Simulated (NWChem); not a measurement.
System: C₄H₄ClF; SMILES F[C@H]1C=C(Cl)C1

NWChem input:

```
start job
memory heap 200 mb stack 900 mb global 1100 mb
geometry units angstroms noautosym nocenter noautoz
  F      0.066508     2.546912     0.478265
  C      0.030205     1.512065    -0.415269
  C      1.032978     0.409659    -0.200633
  C      0.053039    -0.496302    -0.069963
  Cl     0.034814    -2.195381     0.082687
  C     -1.094175     0.470119    -0.164279
  H      0.021858     1.941150    -1.432658
  H      2.122058     0.368806    -0.216437
  H     -1.624275     0.653510     0.782075
  H     -1.819284     0.304996    -0.976879
end
basis spherical
  * library def2-svp
end
dft
  xc m05-2x
  iterations 150
end
cosmo
  dielec 7.6
end
task dft energy
```

Excerpt of the output:

```
             Northwest Computational Chemistry Package (NWChem) 7.3.0
             --------------------------------------------------------

                             Geometry "geometry" -> ""
                             -------------------------

 Output coordinates in angstroms (scale by  1.889725989 to convert to a.u.)

  No.       Tag          Charge          X              Y              Z
 ---- ---------------- ---------- -------------- -------------- --------------
    1 F                    9.0000     0.06650800     2.54691200     0.47826500
    2 C                    6.0000     0.03020500     1.51206500    -0.41526900
    3 C                    6.0000     1.03297800     0.40965900    -0.20063300
    4 C                    6.0000     0.05303900    -0.49630200    -0.06996300
    5 Cl                  17.0000     0.03481400    -2.19538100     0.08268700
    6 C                    6.0000    -1.09417500     0.47011900    -0.16427900
    7 H                    1.0000     0.02185800     1.94115000    -1.43265800
    8 H                    1.0000     2.12205800     0.36880600    -0.21643700
    9 H                    1.0000    -1.62427500     0.65351000     0.78207500
   10 H                    1.0000    -1.81928400     0.30499600    -0.97687900

 Effective nuclear repulsion energy (a.u.)     270.1228021545

                                 NWChem DFT Module
                                 -----------------

 Summary of "ao basis" -> "ao basis" (spherical)
 ------------------------------------------------------------------------------
       Tag                 Description            Shells   Functions and Types
 ---------------- ------------------------------  ------  ---------------------
 F                          def2-svp                 6       14   3s2p1d
 C                          def2-svp                 6       14   3s2p1d
 Cl                         def2-svp                 8       18   4s3p1d
 H                          def2-svp                 3        5   2s1p

 in cosmo_initialize ...

 solvent parameters
 solvname_short: unkn
 solvname_long:  unknown
 dielec:        7.6000

          ---------------
          -cosmo- solvent
          ---------------
 Cosmo: York-Karplus, doi: 10.1021/jp992097l
 dielectric constant -eps-     =   7.60
 screen = (eps-1)/(eps    )    =   0.86842
 surface charge correction     = lagrangian

   van der Waals surface
 --------------------------

 ---------- ATOMIC COORDINATES (A.U.) ------------ VDWR(ANG.) --
     1    0.12568190    4.81296580    0.90378980     1.720
     2    0.05707917    2.85738853   -0.78474462     2.000
     3    1.95204537    0.77414326   -0.37914139     2.000
     4    0.10022918   -0.93787479   -0.13221090     2.000
     5    0.06578892   -4.14866853    0.15625577     2.050
     6   -2.06769093    0.88839609   -0.31044230     2.000
     7    0.04130563    3.66824160   -2.70733106     1.300
     8    4.01010815    0.69694228   -0.40900662     1.300
     9   -3.06943468    1.23495483    1.47790745     1.300
    10   -3.43794826    0.57635887   -1.84603363     1.300
 number of segments per atom =         32
 number of   points per atom =         32
 atom (   nspa,  nppa )
 ----------------------
    1 (     20,     0 )       0
    2 (     12,     0 )       0
    3 (     14,     0 )       0
    4 (     12,     0 )       0
    5 (     26,     0 )       0
    6 (     17,     0 )       0
    7 (     16,     0 )       0
    8 (     16,     0 )       0
    9 (     15,     0 )       0
   10 (     15,     0 )       0
 number of -cosmo- surface points =      163
 molecular surface =    129.731 angstrom**2
 molecular volume  =    115.595 angstrom**3
 G(cav/disp)       =      1.509 kcal/mol
 -lineq- algorithm             =   0
 -bem- low  level              =   2
 -bem- from -octahedral-
 gaussian surface charge width =   4.50000
 degree of switching           =   1.00000
 switching function tolerance  =   0.00010
 atomic radii =
 --------------
    1  9.000  1.720
    2  6.000  2.000
    3  6.000  2.000
    4  6.000  2.000
    5 17.000  2.050
    6  6.000  2.000
    7  1.000  1.300
    8  1.000  1.300
    9  1.000  1.300
   10  1.000  1.300
 ...... end of -cosmo- initialization ......

[...]

                                   COSMO solvation results
                                   -----------------------

                 gas phase energy =      -714.431004013325
                 sol phase energy =      -714.435590787792
 (electrostatic) solvation energy =         0.004586774467 (    2.88 kcal/mol)

                       DFT Final Molecular Orbital Analysis
                       ------------------------------------

 Vector   25  Occ=2.000000D+00  E=-4.009846D-01
              MO Center=  1.4D-01,  9.9D-01, -1.9D-01, r^2= 3.0D+00
   Bfn.  Coefficient  Atom+Function         Bfn.  Coefficient  Atom+Function
  ----- ------------  ---------------      ----- ------------  ---------------
    18      0.278564   2 C  px                4      0.266121   1 F  px
    33      0.264114   3 C  py               77     -0.226378   6 C  s
    78     -0.214298   6 C  px               32     -0.203399   3 C  px
     7     -0.199226   1 F  px               81     -0.183095   6 C  px
    89     -0.166272   7 H  s                68      0.164401   5 Cl py

 Vector   26  Occ=2.000000D+00  E=-3.783297D-01
              MO Center= -9.0D-02, -1.3D+00,  1.1D-02, r^2= 3.3D+00
   Bfn.  Coefficient  Atom+Function         Bfn.  Coefficient  Atom+Function
  ----- ------------  ---------------      ----- ------------  ---------------
    67      0.561225   5 Cl px               64      0.407138   5 Cl px
    79     -0.242320   6 C  py               61      0.233263   5 Cl px
    46     -0.189742   4 C  px                4      0.116940   1 F  px
    18      0.115832   2 C  px               82     -0.104583   6 C  py
    33      0.092499   3 C  py                7     -0.091851   1 F  px

 Vector   27  Occ=2.000000D+00  E=-3.197771D-01
              MO Center=  3.5D-01, -3.6D-01, -9.5D-02, r^2= 3.1D+00
   Bfn.  Coefficient  Atom+Function         Bfn.  Coefficient  Atom+Function
  ----- ------------  ---------------      ----- ------------  ---------------
    34      0.378565   3 C  pz               69     -0.378202   5 Cl pz
    48      0.313364   4 C  pz               37      0.275411   3 C  pz
    66     -0.250952   5 Cl pz               51      0.213216   4 C  pz
    63     -0.144048   5 Cl pz               99     -0.108524   9 H  s
   104      0.103022  10 H  s                89      0.099901   7 H  s

 Vector   28  Occ=0.000000D+00  E= 3.202909D-02
              MO Center=  4.2D-01, -4.9D-02, -1.2D-01, r^2= 2.7D+00
   Bfn.  Coefficient  Atom+Function         Bfn.  Coefficient  Atom+Function
  ----- ------------  ---------------      ----- ------------  ---------------
    51      0.656817   4 C  pz               37     -0.596234   3 C  pz
    48      0.453637   4 C  pz               34     -0.376149   3 C  pz
    69     -0.266660   5 Cl pz              100     -0.210394   9 H  s
    77      0.150729   6 C  s                90     -0.139220   7 H  s
    36     -0.131588   3 C  py               45     -0.130976   4 C  s

 Vector   29  Occ=0.000000D+00  E= 1.221988D-01
              MO Center=  1.2D-01, -9.5D-01, -1.1D-01, r^2= 4.0D+00
   Bfn.  Coefficient  Atom+Function         Bfn.  Coefficient  Atom+Function
  ----- ------------  ---------------      ----- ------------  ---------------
    45      0.969230   4 C  s                68     -0.895446   5 Cl py
    60     -0.727040   5 Cl s                50     -0.648770   4 C  py
    31      0.642548   3 C  s                95     -0.576260   8 H  s
    77      0.408992   6 C  s                47     -0.403879   4 C  py
    90     -0.388541   7 H  s                44      0.382119   4 C  s

 Vector   30  Occ=0.000000D+00  E= 1.334299D-01
              MO Center= -8.5D-01,  1.0D+00, -1.2D+00, r^2= 4.9D+00
   Bfn.  Coefficient  Atom+Function         Bfn.  Coefficient  Atom+Function
  ----- ------------  ---------------      ----- ------------  ---------------
    17      1.532276   2 C  s                77      1.355888   6 C  s
    90     -1.331480   7 H  s               105     -1.270626  10 H  s
    45     -0.686140   4 C  s                23     -0.593673   2 C  pz
   100     -0.479811   9 H  s                82     -0.459007   6 C  py
    81     -0.413540   6 C  px               31     -0.403269   3 C  s

     Multipole analysis of the density
     ---------------------------------

     L   x y z        total         alpha         beta         nuclear
     -   - - -        -----         -----         ----         -------
     0   0 0 0     -0.000000    -27.000000    -27.000000     54.000000

     1   1 0 0     -0.129214     -0.086385     -0.086385      0.043556
     1   0 1 0     -0.085193     -0.271668     -0.271668      0.458143
     1   0 0 1     -0.588131      0.872556      0.872556     -2.333243

     2   2 0 0    -27.837983    -56.986051    -56.986051     86.134119
     2   1 1 0     -0.092721      1.734436      1.734436     -3.561592
     2   1 0 1     -0.123108     -0.220468     -0.220468      0.317829
     2   0 2 0    -35.030758   -307.251573   -307.251573    579.472388
     2   0 1 1     -2.296139     -2.422109     -2.422109      2.548078
     2   0 0 2    -30.076450    -28.086290    -28.086290     26.096131
```

Level: M05-2X/def2-SVP, COSMO on the gas-phase geometry. Geometry: optimised at PBE0/def2-SVP. COSMO prints the solvation energy as gas minus solution, so a positive value is a stabilisation.
